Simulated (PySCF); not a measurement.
These are TPSSh-D3(BJ)/def2-TZVP // BP86-D3(BJ)/def2-SVP (PySCF) values and carry that method's errors. Isolated molecules, 0 K electronic values unless said otherwise. One relaxed conformer stands for a flexible species; it need not be the lowest. 

Reference species: [Ti(OH)4] (neutral, multiplicity 1).

The mean distance from the central atom to its bonded neighbours is 1.809 Å and the HOMO is -8.06 eV. The charge on the central atom (meta-Löwdin) is 1.46 e and the coordination number is 4.

After one change: the mean distance from the central atom to its bonded neighbours rises by 0.365 Å; the HOMO drops by 0.86 eV; the charge on the central atom (meta-Löwdin) drops by 0.34 e; the coordination number hardly moves.

What was changed between the two runs? The new species is one of these.
A. [Ti(Cl)2(OH)2]
B. [Ti(Cl)4]
C. [Ti(Cl)(OH)3]
D. [Ti(Cl)3(OH)]

B, [Ti(Cl)4]
